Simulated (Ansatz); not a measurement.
Program: Ansatz 0.2.0.

Basis-set series for H2Sb, SMILES `[SbH2]` radical. The species carries charge 0 and has multiplicity 2. Sb takes the def2 core potential. All single points use the PBE0-D4/def2-TZVP geometry.

```xyz
3

Sb   -0.2796    0.2508    0.7120
H    -0.7489   -0.9486   -0.4150
H     1.0285    0.6978   -0.2970
```

```json
{"functional": "PBE0-D4", "basis": "def2-SVP", "functions": "36", "energy (Eh)": "-241.41258", "HOMO (eV)": "-6.31", "LUMO (eV)": "-3.00"}
{"functional": "PBE0-D4", "basis": "def2-TZVPP", "functions": "78", "energy (Eh)": "-241.42203", "HOMO (eV)": "-6.36", "LUMO (eV)": "-3.08"}
{"functional": "ωB97M-V", "basis": "def2-SVP", "functions": "36", "energy (Eh)": "-241.35829", "HOMO (eV)": "-8.24", "LUMO (eV)": "-1.13"}
{"functional": "ωB97M-V", "basis": "def2-TZVPP", "functions": "78", "energy (Eh)": "-241.36966", "HOMO (eV)": "-8.33", "LUMO (eV)": "-1.36"}
```

Task: Give the rows for def2-QZVPP. (An estimate is asked.)

Result: The calculation gave: 
```
functional       basis  functions  energy (Eh)  HOMO (eV)  LUMO (eV)
   PBE0-D4  def2-QZVPP        142   -241.42378      -6.37      -3.09
   ωB97M-V  def2-QZVPP        142   -241.37167      -8.34      -1.38
```

HOMO and LUMO are taken over both spins.
